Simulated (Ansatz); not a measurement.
Isolated molecules relaxed with PBE0-D4/def2-TZVP in Ansatz; ΔE leaves out vibrations. CCSD(T)/CBS adds triple-zeta CCSD(T) − MP2 to the extrapolated MP2 energy (def2 sets, frozen cores). This one scheme is used for every species. Functionals use def2-TZVPP.

Reaction (ligand exchange at the Si–C bond): `C[SiH]1CCO1` + HCl → `Cl[SiH]1CCO1` + CH₄

`C[SiH]1CCO1`:

Cartesian coordinates in Å:
```
C -1.283 1.421 -0.733
Si 0.226 0.719 0.090
C 0.121 -0.912 1.010
C 1.090 -1.373 -0.102
O 1.211 -0.181 -0.914
H -0.997 2.162 -1.485
H -1.921 1.924 0.000
H -1.867 0.641 -1.225
H 0.950 1.826 0.781
H -0.842 -1.422 0.997
H 0.537 -0.955 2.016
H 2.075 -1.659 0.278
H 0.699 -2.191 -0.712
```

HCl:

Cartesian coordinates in Å:
```
Cl -0.020 0.601 0.218
H 0.020 -0.601 -0.218
```

`Cl[SiH]1CCO1`:

Cartesian coordinates in Å:
```
Cl 2.735 -0.186 -0.792
Si 0.900 -0.792 -0.112
C -0.573 0.170 -0.723
C -0.633 0.620 0.755
O 0.466 -0.129 1.340
H 0.939 -2.271 -0.134
H -0.385 0.970 -1.436
H -1.433 -0.415 -1.045
H -1.562 0.344 1.257
H -0.455 1.689 0.890
```

CH₄:

Z-matrix (Å, degrees):
```
C
H 1 1.090
H 1 1.090 2 109.5
H 1 1.090 2 109.5 3 -120.0
H 1 1.090 2 109.5 3 120.0
```

| level | ΔE (eV) |
| --- | --- |
| PBE-D4 | -1.16 |
| ωB97M-V | -1.18 |
| r2SCAN | -1.21 |
| MP2/def2-QZVPP | -1.21 |

Question: What does CCSD(T)/CBS give? (An estimate is asked.)

Answer: The calculation gave: -1.17 eV. The listed levels differ from it by 0.01, -0.01, -0.04, -0.04 eV.

Largest T1 diagnostic among the species: 0.011.

In def2-TZVPP, CCSD(T) changes the Hartree–Fock value by +0.11 eV (the triples alone add −0.00 eV) and MP2 by +0.05 eV.
